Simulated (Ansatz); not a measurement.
Basis-set extrapolation for `CC(C)/C=C/C(C)C` (PBE0-D4/def2-TZVP geometry, frozen core, Ansatz 0.2.0). Multiplicity 1, RHF reference.

|  | def2-TZVPP | def2-QZVPP |
| --- | --- | --- |
| HF | -312.364903 | -312.379419 |
| MP2 correlation | -1.385267 | -1.470668 |
| CCSD(T) correlation | -1.527898 | not run |

Energies in hartree. Use E(X) = E(∞) + A·exp(−7.88·√X) for Hartree–Fock and E(X) = E(∞) + B·X^(−2.97) for correlation, with X = 3 and 4, and add CCSD(T) minus MP2 of the smaller set to the MP2 limit.

What is the CCSD(T) energy at the basis-set limit?

HF limit: -312.379419 + (-0.014516) × 0.13774 = -312.38142. MP2 limit: -1.470668 + (-0.085401) × 0.74074 = -1.53393. Higher-order term: -1.527898 − (-1.385267) = -0.14263. Total: -314.05798 hartree, 4.49 eV below CCSD(T)/def2-TZVPP.
